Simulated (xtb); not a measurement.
C2H2F (SMILES C=[C-]F), charge -1, singlet, from a rough starting geometry; GFN2-xTB (xtb 6.7.1).

xtb was given this input:
```
$ xtb mol.xyz --gfn 2 --chrg -1 --opt vtight --json

# file mol.xyz
5

C     -0.62749303     0.58450427    -0.00720670
C      0.48014688    -0.01852582    -0.03838525
F     -1.82154855    -0.12038462     0.06122206
H      0.55440858    -1.05903957     0.02097912
H      1.37172587     0.63178176    -0.03436417
```

Write the output that xtb gives for this input, abridged.


```
   ID    Z sym.   atoms
    1    6 C      1, 2
    2    9 F      3
    3    1 H      4, 5

           -------------------------------------------------
          |                Calculation Setup                |
           -------------------------------------------------

           -------------------------------------------------
          |                 G F N 2 - x T B                 |
           -------------------------------------------------

          ...................................................
          :                      SETUP                      :
          :.................................................:
          :  # basis functions                  14          :
          :  # atomic orbitals                  14          :
          :  # shells                            8          :
          :  # electrons                        18          :
          :  max. iterations                   250          :
          :  Hamiltonian                  GFN2-xTB          :
          :  restarted?                      false          :
          :  GBSA solvation                  false          :
          :  PC potential                    false          :
          :  electronic temp.          300.0000000     K    :
          :  accuracy                    1.0000000          :
          :  -> integral cutoff          0.2500000E+02      :
          :  -> integral neglect         0.1000000E-07      :
          :  -> SCF convergence          0.1000000E-05 Eh   :
          :  -> wf. convergence          0.1000000E-03 e    :
          :  Broyden damping             0.4000000          :
          :  net charge                         -1          :
          :  unpaired electrons                  0          :
          ...................................................

 iter      E             dE          RMSdq      gap      omega  full diag
   1    -10.2030311 -0.102030E+02  0.594E+00    4.32       0.0  T
   2    -10.2082539 -0.522280E-02  0.350E+00    4.17       1.0  T
   3    -10.2053306  0.292334E-02  0.134E+00    4.41       1.0  T
   4    -10.2099925 -0.466193E-02  0.307E-01    4.29       1.0  T
   5    -10.2100293 -0.368417E-04  0.936E-02    4.31       1.0  T
   6    -10.2100318 -0.246757E-05  0.331E-02    4.31       1.4  T
   7    -10.2100324 -0.583510E-06  0.473E-03    4.31       9.5  T
   8    -10.2100324 -0.724542E-08  0.193E-03    4.31      23.2  T
   9    -10.2100324 -0.236544E-08  0.155E-04    4.31     288.6  T
  10    -10.2100324  0.469491E-11  0.760E-05    4.31     588.6  T

   *** convergence criteria satisfied after 10 iterations ***

         :::::::::::::::::::::::::::::::::::::::::::::::::::::
         ::                     SUMMARY                     ::
         :::::::::::::::::::::::::::::::::::::::::::::::::::::
         :: total energy             -10.088222554109 Eh    ::
         :: gradient norm              0.164503968141 Eh/a0 ::
         :: HOMO-LUMO gap              4.314323437531 eV    ::
         ::.................................................::
         :: SCC energy               -10.210032398550 Eh    ::
         :: -> isotropic ES            0.164464555575 Eh    ::
         :: -> anisotropic ES          0.000058008641 Eh    ::
         :: -> anisotropic XC         -0.000827157026 Eh    ::
         :: -> dispersion             -0.001973766919 Eh    ::
         :: repulsion energy           0.121809844441 Eh    ::
         :: add. restraining           0.000000000000 Eh    ::
         :: total charge              -1.000000000000 e     ::
         :::::::::::::::::::::::::::::::::::::::::::::::::::::

      -----------------------------------------------------------
     |                   =====================                   |
     |                        A N C O P T                        |
     |                   =====================                   |
     |               Approximate Normal Coordinate               |
[...]
 * total energy  :   -10.0882226 Eh     change       -0.1070610E-10 Eh
 * total energy  :   -10.1077307 Eh     change       -0.1950815E-01 Eh
 * total energy  :   -10.1107044 Eh     change       -0.2973706E-02 Eh
 * total energy  :   -10.1110008 Eh     change       -0.2963765E-03 Eh
 * total energy  :   -10.1112664 Eh     change       -0.2656102E-03 Eh
 * total energy  :   -10.1113123 Eh     change       -0.4587609E-04 Eh
 * total energy  :   -10.1113318 Eh     change       -0.1954542E-04 Eh
 * total energy  :   -10.1113366 Eh     change       -0.4783713E-05 Eh
 * total energy  :   -10.1113377 Eh     change       -0.1092615E-05 Eh
 * total energy  :   -10.1113379 Eh     change       -0.1835805E-06 Eh
 * total energy  :   -10.1113379 Eh     change       -0.5262593E-07 Eh
   *** GEOMETRY OPTIMIZATION CONVERGED AFTER 11 ITERATIONS ***
         :: total energy             -10.111337934496 Eh    ::
[...]
         :: -> dispersion             -0.001938508036 Eh    ::
         :: repulsion energy           0.080976535734 Eh    ::
         :: add. restraining           0.000000000000 Eh    ::
         :: total charge              -1.000000000000 e     ::
         :::::::::::::::::::::::::::::::::::::::::::::::::::::

           -------------------------------------------------
          |                Property Printout                |
           -------------------------------------------------

    * Orbital Energies and Occupations

         #    Occupation            Energy/Eh            Energy/eV
      -------------------------------------------------------------
         1        2.0000           -0.4949740             -13.4689
         2        2.0000           -0.3386599              -9.2154
         3        2.0000           -0.2821284              -7.6771
         4        2.0000           -0.2428521              -6.6083
         5        2.0000           -0.2154988              -5.8640
         6        2.0000           -0.2025595              -5.5119
         7        2.0000           -0.1872766              -5.0961
         8        2.0000           -0.1203591              -3.2751
         9        2.0000           -0.0866745              -2.3585 (HOMO)
        10                          0.0757426               2.0611 (LUMO)
        11                          0.2011377               5.4732
        12                          0.3777869              10.2801
        13                          0.5120346              13.9332
        14                          0.8120320              22.0965
      -------------------------------------------------------------
                  HL-Gap            0.1624170 Eh            4.4196 eV
             Fermi-level           -0.0054659 Eh           -0.1487 eV

     #   Z          covCN         q      C6AA      α(0)
     1   6 C        1.745    -0.225    37.978     9.968
     2   6 C        2.830    -0.106    30.669     9.075
     3   9 F        0.768    -0.445    14.110     4.437
     4   1 H        0.922    -0.114     6.075     3.855
     5   1 H        0.924    -0.110     5.924     3.806

 Mol. C6AA /au·bohr⁶  :        409.164249
 Mol. C8AA /au·bohr⁸  :       9016.814273
 Mol. α(0) /au        :         31.140366

Wiberg/Mayer (AO) data.
largest (>0.10) Wiberg bond orders for each atom

 ---------------------------------------------------------------------------
     #   Z sym  total        # sym  WBO       # sym  WBO       # sym  WBO
 ---------------------------------------------------------------------------
     1   6 C    2.784 --     2 C    1.956     3 F    0.788
     2   6 C    3.903 --     1 C    1.956     5 H    0.965     4 H    0.948
     3   9 F    0.846 --     1 C    0.788
     4   1 H    0.987 --     2 C    0.948
     5   1 H    0.988 --     2 C    0.965
 ---------------------------------------------------------------------------

Topologies differ in total number of bonds
Writing topology from bond orders to xtbtopo.mol

molecular dipole:
                 x           y           z       tot (Debye)
 q only:        1.317      -0.020      -0.034
   full:        1.655      -0.578      -0.026       4.455
molecular quadrupole (traceless):
                xx          xy          yy          xz          yz          zz
 q only:       -6.179      -0.436       2.264       0.271       0.060       3.915
  q+dip:       -5.394      -0.300       1.393       0.250       0.085       4.001
   full:       -5.577       0.511       0.939       0.247       0.097       4.638

optimized geometry written to: xtbopt.xyz

           -------------------------------------------------
          | TOTAL ENERGY              -10.111337934496 Eh   |
          | GRADIENT NORM               0.000027853262 Eh/α |
          | HOMO-LUMO GAP               4.419592251167 eV   |
           -------------------------------------------------

normal termination of xtb
```
